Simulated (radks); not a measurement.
Valence configurations of the ruthenium ion Ru+ (all share [Kr]). Method: Dirac Kohn-Sham, BLYP, spin-unpolarised, spherical densities, point nucleus; open shells fill j = l - 1/2 first; computed with a radial shooting solver on a logarithmic mesh with Libxc functionals. Energies are relative to 4d7; eigenvalues in eV.

| valence | E (eV) | e(4d3/2) | e(4d5/2) | e(5p1/2) | e(5s1/2) |
|---|---|---|---|---|---|
| 4d7 | 0.000 | -12.642 | -12.311 | - | - |
| 4d6.5 5s0.5 | 1.025 | -13.990 | -13.644 | - | -11.213 |
| 4d6 5s1 | 2.443 | -15.417 | -15.057 | - | -11.808 |
| 4d6.5 5p0.5 | 3.239 | -14.579 | -14.232 | -7.152 | - |
| 4d5 5s2 | 6.579 | -18.472 | -18.082 | - | -13.021 |
| 4d5.5 5s1 5p0.5 | 6.692 | -17.488 | -17.112 | -7.934 | -12.785 |
| 4d6 5p1 | 7.097 | -16.566 | -16.202 | -7.838 | - |
| 4d5 5p2 | 16.818 | -20.646 | -20.248 | -9.136 | - |

NIST lists [Kr] 4d7 as the ground configuration; this level of theory agrees among the configurations tried. The energies are those of spherical spin-averaged densities, not of single terms.
